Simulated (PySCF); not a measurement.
ClH₂Si, charge +1, multiplicity 1. Atoms are numbered in the order given.

```xyz
4

Si     0.0000     0.0000    -0.9647
Cl     0.0000     0.0000     0.9896
H      0.0000    -1.2911    -1.6590
H      0.0000     1.2911    -1.6590
```
Charge +1, spin multiplicity 1.

Geometry: B3LYP-D3(BJ)/def2-TZVP. The multiplicity is an assumed one; other spin states were not compared. The isomer is the one that the SMILES or the coordinates give; other isomers of the formula were not compared.

Level of theory: PBE/def2-TZVPD in PySCF.

Mulliken values depend strongly on the basis, most of all with diffuse functions as here. ESP charges are fitted to the potential on shells at 1.4 to 2.0 van der Waals radii. Atomic charges (e):

```
atom     ESP fit  Mulliken  meta-Löwdin
----  ----------  --------  -----------
Si1   (withheld)      0.61         0.93
Cl2   (withheld)      0.10         0.03
H3    (withheld)      0.14         0.02
H4    (withheld)      0.14         0.02
```

### Question
Complete the blanks. (The exact figures need the calculation; the answer reports its results.)

### Answer

- Si1, ESP fit: 0.67
- Cl2, ESP fit: 0.17
- H3, ESP fit: 0.08
- H4, ESP fit: 0.08
